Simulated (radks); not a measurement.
Valence configurations of the lutetium ion Lu+ (all share [Xe]). Method: Dirac Kohn-Sham, BLYP, spin-unpolarised, spherical densities, point nucleus; open shells fill j = l - 1/2 first; computed with a radial shooting solver on a logarithmic mesh with Libxc functionals. Energies are relative to 4f14 6s2; eigenvalues in eV.

valence	E (eV)	e(4f5/2)	e(4f7/2)	e(5d3/2)	e(6p1/2)	e(6s1/2)
4f14 6s2	0.000	-19.041	-17.516	-	-	-10.979
4f14 5d1 6s1	1.921	-16.819	-15.296	-7.992	-	-10.191
4f14 5d1 6p1	5.799	-18.010	-16.486	-8.925	-6.939	-
4f13 6s2 6p1	15.450	-30.496	-28.892	-	-8.379	-13.133
4f12 5d3 6p1	32.553	-32.980	-31.301	-11.651	-7.481	-
4f12 6s2 6p2	41.415	-43.024	-41.337	-	-9.746	-15.154
4f14 5d0.5 6s1.5	0.888	-17.877	-16.353	-8.642	-	-10.569
4f14 5d2	4.347	-15.033	-13.511	-6.913	-	-
4f12.5 5d2.5 6p1	23.552	-29.001	-27.362	-10.984	-7.371	-
4f13 5d2 6s1	12.034	-24.016	-22.416	-9.370	-	-10.746

NIST lists [Xe] 4f14 6s2 as the ground configuration; this level of theory agrees among the configurations tried. The energies are those of spherical spin-averaged densities, not of single terms.
